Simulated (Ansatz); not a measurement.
This geometry of BrFHSi (4 atoms, charge 0, multiplicity 2) is a first-order saddle point.

Level of theory: UKS PBE0-D4/def2-SVPD (Ansatz 0.2.0).

```xyz
4
Properties=species:S:1:pos:R:3
F -1.119 -0.366 1.121
Si -0.092 0.114 -0.054
Br 1.737 -1.065 -0.203
H -0.470 1.257 -0.884
```

Question: Which two structures does it join? (They come from a converged band through this point; their orientation in space is the band's.)

Answer: No bond is made or broken. The height of Si2 over the plane of its neighbours goes from 0.62 to -0.62 Å. The two ends are copies of one structure, up to a mirror image or an exchange of like atoms. The height can change sign by an inversion or by a turn that exchanges like atoms.

Initial state:

```xyz
4
Properties=species:S:1:pos:R:3
F -1.090 -0.287 1.099
Si -0.286 -0.258 -0.327
Br 1.863 -0.647 0.075
H -0.431 1.131 -0.867
```

Final state:

```xyz
4
Properties=species:S:1:pos:R:3
F -1.140 -0.356 1.027
Si 0.153 0.350 0.312
Br 1.429 -1.247 -0.556
H -0.386 1.193 -0.803
```

Question: How far does it lie above each of them?

Answer: 1.00 eV above the first and 1.00 eV above the second. This is the barrier of this one path; another mechanism may lie lower.

Run time: 59 s on 2 threads of Intel(R) Xeon(R) Platinum 8488C (Sapphire Rapids), with other jobs on the host, peak memory 0.3 GiB.
